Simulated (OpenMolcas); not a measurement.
**Re V: effect of the basis set**

```json
{"Program": "OpenMolcas", "Method": "MS-CASPT2, IPEA 0.25 Eh, imaginary shift 0.1 Eh (closed shells correlated: 5s 5p)", "Active space": "3 electrons in 10 orbitals (5d 6d)", "State averaging": "2S+1 = 4 even, 10 roots; 2S+1 = 2 even, 40 roots", "Spin-orbit coupling": "state interaction with AMFI integrals over the reference wave functions, term energies averaged over their components"}
```

A. ANO-R2 [8s6p5d3f1g], X2C, finite nucleus; CASPT2 step roughly 7 core-minutes
B. ANO-RCC-VTZP [8s7p5d3f2g1h], DKH2, point nucleus; CASPT2 step about 4 core-minutes
C. ANO-RCC-VQZP [9s8p6d4f3g2h], DKH2, point nucleus; CASPT2 step of the order of 12 core-minutes

Energies in cm-1 above 5d3 4F 3/2, the measured ground level; measured values from the list in Brasseur, Gamrath and Quinet, At. Data Nucl. Data Tables 157, 101636 (2024).

| Level | A | B | C | Measured |
| --- | --- | --- | --- | --- |
| 5d3 4F 3/2 | 0.0 | 0.0 | 0.0 | 0.0 |
| 5d3 4F 5/2 | 5030 | 4950 | 4990 | 4853 |
| 5d3 4F 7/2 | 9260 | 9140 | 9160 | 8973 |
| 5d3 4F 9/2 [64 %] | 12310 | 12200 | 12140 | 11914 |
| 5d3 4P 1/2 [62 %] | 14470 | 14520 | 14420 | 14325 |
| 5d3 2G 7/2 | 19590 | 19490 | 19280 | 19013 |
| 5d3 2H 9/2 [55 %] | 20700 | 20640 | 20410 | 19967 |
| 5d3 4P 5/2 | 21610 | 21560 | 21570 | 20922 |
| 5d3 2P 1/2 [62 %] | 23970 | 23950 | 23790 | 23669 |
| 5d3 2H 11/2 | 28190 | 28170 | 27840 | 27077 |
| 5d3 2D 5/2(1) | 29880 | 29800 | 29610 | 28739 |
| 5d3 2G 9/2 [55 %] | 31380 | 31220 | 31010 |  |
| 5d3 2P 3/2 [52 %] | 33360 | 33260 | 33060 |  |
| 5d3 2F 5/2 | 35700 | 35920 | 35420 | 34162 |
| 5d3 2F 7/2 | 35990 | 36170 | 35700 | 34625 |
| 5d3 2D 3/2(2) | 54330 | 54670 | 54010 | 52052 |
| 5d3 2D 5/2(2) | 54560 | 54820 | 54210 | 52467 |

Deviations, from unrounded energies. A percentage is the sum of absolute deviations over the sum of measured energies, with the sign that they share, or ± where signs differ.

| Against measurement | Levels | A | B | C |
| --- | --- | --- | --- | --- |
| mean absolute deviation (cm-1) | 14 | 920 | 950 | 700 |
| fine structure of the ground term (%) | 3 | +3.3 | +2.1 | +2.2 |
| other terms of the ground configuration (%) | 11 | +3.7 | +3.9 | +2.8 |

C lies closest to measurement on these levels and B furthest from it. The largest miss of C in the table is 5d3 2D 3/2(2), by +2000 cm-1. The ranking rests on the paired levels alone, and a cruder setting can come out closer through cancelling errors.

Among A to C the level of the table that moves most is 5d3 2D 3/2(2), by 650 cm-1 (lowest in C, highest in B). Moves below CASPT2's spread within the term are not significant.

CASPT2 breaks the degeneracy within a term, and the mean is taken; among the terms shown or strongly mixed into the levels shown the widest spread is 520 cm-1 (5d3 4F, A). Active for correlation alone: 6d; no level in the range computed is led by a configuration that fills it, so any true level of that kind is missing. The CASPT2 spread within a term exceeds the gap to the next term for 5d3 2H and 5d3 2D(1), so the order of their levels is uncertain (holds for B). Measured partners are found by configuration, term and J. A level has none where our copy of the source lacks it or the pairing is in doubt (some pairs that miss far off the trend of their configuration count as doubtful), and it then counts in no deviation. Levels of configurations outside the active space are missing. The table leaves out levels that lie high or whose names do not pair safely across all columns.

A share in square brackets marks a mixed level and gives the weight of the term that names it, the lowest over the columns. A number in round brackets counts repeated terms of one configuration in the order of the reference energies.
